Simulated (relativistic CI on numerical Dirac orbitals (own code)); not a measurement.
Level scheme of Ar3+

Computed by Dirac-Coulomb-Breit CI, separate exchange-only KLI orbitals for each configuration, a model potential for QED, valence Slater integrals scaled by 0.85, P86 correlation energy added to each configuration (own radial code, finite nucleus).

CI space (outside the closed core [Ne]): 3s²3p³, 3s3p⁴, 3s²3p²3d, 3p⁵, 3s3p³3d, 3s²3p²4s, 3s²3p²4p, 3s²3p²4d, 3p⁴3d, 3s²3p3d4p, 3s²3p²5s, 3s²3p²4f, 3s²3p²5p, 3s3p³4s, 3s3p²3d², 3p⁴4s, 3s²3p4s4p, 3s²3p²5d, 3s²3p²6s, 3s²3p²5f, 3s²3p²5g, 3p⁴4p, 3s²3p²6p, 3s3p³4p, 3s3p²3d4s, 3s²3p²6d, 3s3p²4s², 3s3p³4d, 3s3p³5s, 3s3p³4f, 3s²3p3d², 3s²3d³, 3s3p3d³, 3s²3d²4s, 3s²3d²4p, 3s²3d²4d, 3p³3d², 3p²3d³, 3p²3d²4s, 3p²3d²4p, 3p²3d²4d, 3s²3p3d4s, 3s3p3d²4s, 3s²3d4s², 3s²3d4s4p, 3s²3d4s4d, 3s²3p4s², 3s3p3d4s², 3s²4s²4p, 3s²4s²4d, 3s²3p4p², 3s²3d4p², 3s3p3d4p², 3s²4s4p², 3s²4p³, 3s²4p²4d, 3s3p²3d4p, 3s3p3d²4p, 3s3p3d4s4p, 3s3p3d4p4d. Double excitations out of closed p, d and f shells are left out; levels of such configurations are missing from the list, as are those of other unlisted configurations, and high levels can miss mixing partners. These lack a partner that the ground configuration has and come out too high: 3s²3p²5s, 3s²3p²4f, 3s²3p²5p, 3s²3p²5d, 3s²3p²6s.

The lowest level is 3s²3p³ ⁴S°3/2, with 96 % of that term; Hund's rules for 3s²3p³ give ⁴S° with J = 3/2, in agreement.

```
No.  Configuration  Term    J   E (eV)   %  Landé g    jj configuration (%)
  1         3s²3p³   ⁴S°  3/2   0.0000  96    2.001      3p1/2 3p3/2^2 (53)
  2         3s²3p³   ²D°  3/2   2.5935  95    0.805      3p1/2 3p3/2^2 (43)
  3         3s²3p³   ²D°  5/2   2.6103  96    1.200      3p1/2 3p3/2^2 (96)
  4         3s²3p³   ²P°  1/2   4.1736  95    0.666      3p1/2 3p3/2^2 (95)
  5         3s²3p³   ²P°  3/2   4.1967  94    1.329            3p3/2^3 (57)
  6      3s3p⁴(3P)    ⁴P  5/2  15.0438  87    1.601         3s 3p3/2^2 (60)
  7      3s3p⁴(3P)    ⁴P  3/2  15.1600  86    1.735   3s 3p1/2 3p3/2^3 (76)
  8      3s3p⁴(3P)    ⁴P  1/2  15.2245  86    2.670         3s 3p3/2^4 (37)
  9      3s3p⁴(1D)    ²D  3/2  18.5216  73    0.800   3s 3p1/2 3p3/2^3 (48)
 10      3s3p⁴(1D)    ²D  5/2  18.5314  73    1.201   3s 3p1/2 3p3/2^3 (51)
 11      3p²(3P)3d    ²P  3/2  21.1202  61    1.333  3p1/2 3p3/2 3d5/2 (26)
 12      3p²(3P)3d    ²P  1/2  21.2514  60    0.678      3p3/2^2 3d5/2 (36)
 13      3s3p⁴(1S)    ²S  1/2  22.1778  76    1.990         3s 3p3/2^2 (47)
 14      3p²(3P)3d    ⁴F  3/2  22.9432  96    0.402  3p1/2 3p3/2 3d3/2 (39)
 15      3p²(3P)3d    ⁴F  5/2  22.9851  96    1.031  3p1/2 3p3/2 3d3/2 (56)
 16      3p²(3P)3d    ⁴F  7/2  23.0457  96    1.240  3p1/2 3p3/2 3d5/2 (57)
 17      3p²(3P)3d    ⁴F  9/2  23.1264  97    1.334      3p3/2^2 3d5/2 (61)
 18      3p²(3P)3d    ⁴D  1/2  23.6379  96   -0.002  3p1/2 3p3/2 3d3/2 (76)
 19      3p²(3P)3d    ⁴D  3/2  23.6508  96    1.197  3p1/2 3p3/2 3d3/2 (32)
 20      3p²(3P)3d    ⁴D  5/2  23.6605  88    1.327  3p1/2 3p3/2 3d3/2 (32)
 21      3p²(3P)3d    ⁴D  7/2  23.6767  84    1.395  3p1/2 3p3/2 3d5/2 (63)
 22      3p²(1D)3d    ²F  5/2  23.8226  89    0.899  3p1/2 3p3/2 3d5/2 (44)
 23      3p²(1D)3d    ²F  7/2  23.9623  85    1.176      3p3/2^2 3d5/2 (76)
 24      3p²(1D)3d    ²G  7/2  26.3201  97    0.889  3p1/2 3p3/2 3d3/2 (56)
 25      3p²(1D)3d    ²G  9/2  26.3293  97    1.111  3p1/2 3p3/2 3d5/2 (62)
 26      3p²(3P)3d    ⁴P  5/2  27.5456  84    1.600  3p1/2 3p3/2 3d5/2 (44)
 27      3p²(3P)3d    ⁴P  3/2  27.6102  81    1.721  3p1/2 3p3/2 3d3/2 (26)
 28      3p²(3P)3d    ⁴P  1/2  27.6513  84    2.656      3p3/2^2 3d3/2 (41)
 29      3s3p⁴(3P)    ²P  3/2  27.7261  48    1.341         3s 3p3/2^2 (30)
 30      3s3p⁴(3P)    ²P  1/2  27.8693  48    0.679   3s 3p1/2 3p3/2^3 (34)
 31      3p²(1S)3d    ²D  3/2  28.1436  92    0.806      3p1/2^2 3d3/2 (35)
 32      3p²(1S)3d    ²D  5/2  28.3127  92    1.201      3p3/2^2 3d5/2 (62)
 33      3p²(1D)3d    ²D  5/2  29.7014  78    1.200  3p1/2 3p3/2 3d5/2 (46)
 34      3p²(1D)3d    ²D  3/2  29.7419  77    0.801  3p1/2 3p3/2 3d3/2 (31)
 35      3p²(1D)3d    ²P  1/2  30.6565  68    0.944  3p1/2 3p3/2 3d5/2 (71)
 36      3p²(3P)3d    ²F  5/2  30.6817  92    0.862  3p1/2 3p3/2 3d3/2 (25)
 37      3p²(3P)3d    ²F  7/2  30.6967  94    1.143  3p1/2 3p3/2 3d5/2 (59)
 38      3p²(1D)3d    ²P  3/2  30.7466  86    1.332      3p3/2^2 3d5/2 (43)
 39      3p²(1D)3d    ²S  1/2  30.7754  58    1.725  3p1/2 3p3/2 3d3/2 (38)
 40      3p²(3P)4s    ⁴P  1/2  31.1815  95    2.662         3p1/2^2 4s (49)
 41      3p²(3P)4s    ⁴P  3/2  31.2665  95    1.733     3p1/2 3p3/2 4s (89)
 42      3p²(3P)4s    ⁴P  5/2  31.3978  95    1.600         3p3/2^2 4s (58)
 43      3p²(3P)3d    ²D  5/2  31.7748  88    1.196      3p3/2^2 3d5/2 (45)
 44      3p²(3P)3d    ²D  3/2  31.8365  90    0.800      3p3/2^2 3d3/2 (46)
 45      3p²(3P)4s    ²P  1/2  31.9157  95    0.674     3p1/2 3p3/2 4s (68)
```

Energies count from the lowest computed level; ° marks odd parity. Percentages are summed over parent terms; the parents shown are those of the largest component, closed shells are left out there. Filled j subshells are mostly left out of the jj labels.

The mean weight of the leading LS term, summed over parents, in these 45 levels is 85 %, and that of the leading jj configuration (from the same eigenvectors) 52 %, so LS coupling describes them better.

Correlation outside the listed configurations is missing or only estimated: errors of thousands of cm⁻¹ between configurations and terms are usual at this charge. Rates and lifetimes follow the computed energies and can be off by large factors. The fine structure of a lone outer electron comes out too small, for d and f at times inverted, and misplaced configurations move strength between like terms. 50 of the 54 excited levels that our extract of the measured tables holds in this range could be paired (the sources list more); they are missed by 2241 cm⁻¹ on average and 4525 at most, and levels without a partner can miss by more.

LS names give the leading component of a level, which can be under half, so a name can repeat, a term be missing and a line seem to break the LS rules.
